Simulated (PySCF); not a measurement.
Species: C₄H₄FO₃Si (doublet state).
Cartesian coordinates in Å at the GFN2-xTB level; atoms count from 1:
```xyz
13
C4H4FO3Si angstrom
O      0.346    1.818    1.462
C     -0.160    0.978    0.760
O     -1.513    0.873    0.684
C     -2.014   -0.252    0.014
O     -1.387   -0.533   -1.202
C     -0.030   -0.543   -1.105
C      0.620    0.091   -0.096
Si     2.432    0.315    0.135
F      3.179   -0.890   -0.664
H     -3.067   -0.050   -0.199
H     -1.923   -1.132    0.679
H      0.449   -1.079   -1.909
H      3.064    0.403    1.424
```

The hyperfine couplings belong to this conformer and change with its torsions.

Identity: `O=C1OCOC=C1[SiH]F` [radical].

Theory: UKS B3LYP, pcH-1 on C F H O Si, non-relativistic, mean-field spin-orbit, GIAO in PySCF 2.14.0. Isolated species at its GFN2-xTB geometry (one conformer only). The geometry wasn't refined by DFT: couplings that depend on bond lengths, twists or pyramidal angles can differ widely from those at the functional's own minimum, by a factor of two or more for some ions and for spin on atoms past the first row. The SCF solution wasn't tested for stability.

Predict the first-order ENDOR lines of F9, H13, H12 and H10/H11 under fast tumbling at B = 332.9 mT (X band).

ν± = |νn ± a/2|, one line for each electron-spin manifold; νn = |g_N| × 7.62259 MHz/T × B.

```tsv
nuclei	isotope	g_N	νn (MHz)	a_iso (MHz)	lower line (MHz)	upper line (MHz)
F9	19F	5.2577	13.34	148.11	60.71	87.40
H13	1H	5.5857	14.17	94.86	33.26	61.60
H12	1H	5.5857	14.17	-9.77	9.29	19.06
H10/H11	1H	5.5857	14.17	1.27	13.54	14.81
```

Which pairs are centred on the nuclear Larmor frequency, and which on half the coupling?

Centred on νn, since |a| < 2νn: H12 and H10/H11. Centred on |a|/2 and split by 2νn: F9 and H13.

At what field would the lower line of F9 fall to zero frequency?

Where νn = |a|/2, that is B = 74.06 MHz/(5.2577 × 7.62259 MHz/T) = 1850 mT, as far as first order holds there.

Nuclei that the bonding pattern makes equivalent are averaged, as if the motion that swaps them (rotation, inversion, ring flip) were fast.

The Mulliken spin populations are largest on Si8 (+0.82) and C6 (+0.15). The angles at Si8 add up to 337.5°, so it is pyramidal.
